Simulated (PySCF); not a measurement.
Level of theory: delta-SCF UKS SCAN, pcX-2 on the ionised atom, pcseg-1 elsewhere, spin-free X2C (PySCF 2.14.0). Geometries: PBE0-D3(BJ)/def2-SVP; isolated species, one conformer each. Values against the vacuum level.

Problem. Rank by computed C 1s binding energy, lowest first.
A. C3 in `[BH:1]1[CH2:2][CH2:3][CH2:4][CH2:5]1`
B. C3 in `[CH3:1][C:2]([CH3:3])=[NH:4]`
C. Carbon in `O=CO[SiH]1[SiH2][SiH2][SiH2]1`
D. C5 in `[CH3:1][CH2:2][O:3][SiH:4]1[CH2:5][SiH2:6][CH2:7]1`

Solution. D (289.36 eV), A (290.37 eV), B (291.12 eV), C (294.66 eV).

From the lowest up, the atoms are bonded to: 2 H and 2 Si (289.36); 2 C and 2 H (290.37); C and 3 H (291.12); O (double bond), O and H (294.66).

Problem. Order these sites by rising O 1s binding energy.
A. O1 in `[O:1]=[S:2](=[O:3])([OH:4])[OH:5]`
B. O1 in `[O:1]=[CH:2][O:3][SiH:4]1[SiH2:5][SiH2:6][SiH2:7]1`
C. Oxygen in `CCO[SiH]1C[SiH2]C1`

Solution. C (537.61 eV), B (538.16 eV), A (539.14 eV).

From the lowest up, the atoms are bonded to: C and Si (537.61); C (double bond) (538.16); S (double bond) (539.14).

1 of these hole states is spin-contaminated (⟨S²⟩ 0.92, against 0.75; counted from 0.85) and less certain.
